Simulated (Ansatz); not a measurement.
`BC[SiH2]S`, relaxed with RKS PBE-D4/def2-SVP in the Gaussian-basis code of Ansatz from a rough embedded geometry. The force threshold is 0.03 eV/Å; the program also tests the step.

Charge 0, multiplicity 1.

Start:

```xyz
11

B    -0.161    0.980   -1.519
C     0.227    0.762   -0.046
Si   -0.391   -0.888    0.467
S     0.054   -1.309    2.545
H    -0.845    1.960   -1.833
H     0.247    0.328   -2.427
H    -0.255    1.521    0.602
H     1.285    0.778    0.072
H     0.202   -1.987   -0.406
H    -1.866   -0.981    0.314
H     1.504   -1.164    2.230
```

| step | energy (eV) | largest force (eV/Å) | largest move (Å) |
| --- | --- | --- | --- |
| 1 | -20521.5119 | 1.914 | 0.000 |
| 2 | -20521.7820 | 0.838 | 0.139 |
| 3 | -20521.8661 | 0.411 | 0.091 |
| 4 | -20521.8810 | 0.263 | 0.200 |
| 5 (rejected) | -20521.8773 | 0.211 | 0.200 |
| 6 | -20521.8924 | 0.080 | 0.098 |
| 7 | -20521.8978 | 0.069 | 0.100 |
| 8 (rejected) | -20521.8959 | 0.103 | 0.131 |
| 9 | -20521.8997 | 0.025 | 0.044 |

End:

```xyz
11

B    -0.189    1.046   -1.558
C     0.325    0.814   -0.120
Si   -0.376   -0.876    0.439
S    -0.007   -1.224    2.545
H    -1.241    1.631   -1.750
H     0.409    0.584   -2.514
H    -0.048    1.527    0.643
H     1.424    0.682   -0.029
H     0.226   -1.974   -0.391
H    -1.872   -0.913    0.333
H     1.347   -1.297    2.401
```

Hardware: 2 threads of an Arm Neoverse V1 on a shared host. Wall time 18 s, peak host memory 0.12 GiB.
